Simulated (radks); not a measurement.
Charge is removed step by step from the 1s level of the potassium ion K+, starting from [Ar]. Calculated with a radial shooting solver on a logarithmic mesh with Libxc functionals: scalar-relativistic Kohn-Sham, PBE, spin-unpolarised, spherical densities, finite nucleus; Fermi nuclear charge, rms radius 3.4349 fm.

removed (e) = 0: E - E(0) (eV) 0.000; eigenvalue (eV) -3528.4; E minus straight line (eV) 0.000
removed (e) = 0.25: E - E(0) (eV) 888.89; eigenvalue (eV) -3583.6; E minus straight line (eV) -20.680
removed (e) = 0.5: E - E(0) (eV) 1791.6; eigenvalue (eV) -3638.8; E minus straight line (eV) -27.562
removed (e) = 0.75: E - E(0) (eV) 2708.0; eigenvalue (eV) -3693.9; E minus straight line (eV) -20.652
removed (e) = 1: E - E(0) (eV) 3638.3; eigenvalue (eV) -3748.7; E minus straight line (eV) 0.000

Removing the whole electron costs 3638.3 eV by Delta-SCF, against 3528.4 eV from minus the eigenvalue at the starting occupation. Slater's transition state (half an electron removed) gives 3638.8 eV. Integrating minus the eigenvalue over the occupation (Janak's theorem) gives 3638.7 eV. In this scalar-relativistic scheme the density is built from large components alone, so the theorem holds only approximately. The mean slope of the eigenvalue, de/dn, is 220 eV per electron.
